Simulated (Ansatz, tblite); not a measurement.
Spin states of Ta₃Se₁₂, each relaxed with PBE-D4/def2-SVP in Ansatz. Electronic energies in the gas phase.

In the def2 sets Ta takes a core potential; there is no spin–orbit coupling. The xTB rows come from tblite. B3LYP takes the VWN-RPA correlation. Single mean-field runs in def2-SVP are fitted with def2-universal-jkfit.

Doublet geometry:

```xyz
15

Ta   -0.769   -1.547    1.054
Ta   -0.872   -0.257   -2.139
Ta    0.941    1.653    0.557
Se   -2.721   -0.425    2.009
Se   -0.343   -3.464    2.296
Se   -1.734    1.039    0.176
Se    0.987   -0.210    2.684
Se   -1.736   -2.413   -1.096
Se    1.705   -1.411   -0.606
Se    0.039    2.146   -1.770
Se    3.097    0.482   -0.060
Se   -2.059   -0.052   -4.102
Se    1.299   -1.198   -2.966
Se    2.009    3.714    0.912
Se    0.158    1.942    3.051
```

Quartet geometry:

```xyz
15

Ta   -0.903   -1.583    1.040
Ta    0.050   -0.421   -2.290
Ta    0.731    1.556    0.806
Se   -3.141   -0.578    0.915
Se   -1.063   -3.393    2.476
Se   -1.639    0.873   -0.466
Se   -0.021    0.017    3.024
Se   -0.655   -2.662   -1.294
Se    1.628   -1.160    0.063
Se    0.709    2.020   -1.739
Se    2.963    0.520    1.254
Se   -1.295   -0.404   -4.237
Se    2.079   -0.702   -3.583
Se    1.500    3.759    1.306
Se   -0.942    2.157    2.725
```

⟨S²⟩: doublet 0.77 at PBE0-D4/def2-SVP (pure 0.75), quartet 3.87 at PBE0-D4/def2-SVP (pure 3.75).

Only these spin states were relaxed. Higher spins weren't run and may lie lower. The quartet has other bonds than the doublet, so the gap mixes isomer and spin.

| level | quartet − doublet (kJ/mol) | lowest of these | remarks |
| --- | --- | --- | --- |
| GFN1-xTB | 179.8 | doublet | – |
| PBE-D4/def2-SVP | 69.1 | doublet | – |
| r2SCAN-D4/def2-SVP | 69.0 | doublet | – |
| r2SCANh-D4/def2-SVP | 72.1 | doublet | – |
| B3LYP-D4/def2-SVP | 76.5 | doublet | – |
| PBE0-D4/def2-SVP | 78.6 | doublet | spin-contaminated (⟨S²⟩ 3.87) (quartet) |
| r2SCAN0-D4/def2-SVP | 74.4 | doublet | spin-contaminated (⟨S²⟩ 3.92) (quartet) |

Change of the quartet − doublet gap on mixing in exact exchange, in kJ/mol: PBE to PBE0 (25 % exact exchange) 9.5; r2SCAN to r2SCANh (10 % exact exchange) 3.1; r2SCAN to r2SCAN0 (25 % exact exchange) 5.4.

The xTB methods have no term that favours high spin, so they put low spin too low.
